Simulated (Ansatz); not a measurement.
Gas-phase reaction in SMILES: CO[Si](S)(OC)OC [trimethoxy(sulfanyl)silane] + 7 [H][H] (H2) -> 3 C (CH4) + 3 O (H2O) + S (H2S) + [SiH4] (SiH4)
Each molecule is optimised on its own at B3LYP-D3(BJ)/def2-TZVP (Ansatz, a program for electronic structure), one conformer each, not searched for the lowest.

Wanted: energy of full hydrogenation (electronic energy difference), in eV. Valence correlation only, unless marked. No spin-orbit coupling. Non-relativistic. Basis-set limits of correlation are two-point, X^-3; Hartree-Fock from the larger set. [CCSD(T)-MP2]/basis is that difference in the basis named.

RI-MP2/CBS(aug-cc-pV(T+d)Z,aug-cc-pV(Q+d)Z)+[CCSD(T)-MP2]/aug-cc-pV(T+d)Z (Ansatz) gives -0.65 eV.

### Question
Another calculation gave -0.91 eV. Which level was it?
A) wB97M-V/def2-TZVPD (Ansatz)
B) CAM-B3LYP/def2-TZVPD (Ansatz)
C) B97M-V/def2-TZVPD (Ansatz)
D) LC-wPBE/def2-TZVPD (Ansatz)

### Answer
B, CAM-B3LYP/def2-TZVPD (Ansatz). The others give -0.79 (B97M-V), -1.03 (LC-wPBE), -0.61 (wB97M-V) eV.
